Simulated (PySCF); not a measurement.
**Radial density of Pd⁺ (palladium, charge +1)**

UHF, [Kr] 4d8 5s1, high-spin 4F determinant (an excited configuration). Calculation: PySCF 2.14, in x2c-QZVPPall with one added diffuse shell each of s, p, d, f, g type (14s9p8d5f3g, 143 functions); the spin-free X2C one-electron Hamiltonian (Gaussian nucleus).

```csv
r (bohr),4πr²ρ (e/bohr),4πr²(ρα − ρβ)
0.0315,54.48,-0.0007
0.0530,52.17,0.0036
0.0892,72.88,0.0670
0.150,56.67,0.2562
0.252,55.43,0.4128
0.425,39.77,-0.0015
0.714,15.52,0.8923
1.20,13.16,1.6215
2.02,2.902,0.9074
3.40,0.4233,0.3184
5.72,0.02107,0.0203
9.62,3.066e-05,0.0000
```

Densities and radii are taken from the X2C orbitals without a picture-change correction, which distorts them close to the nucleus.
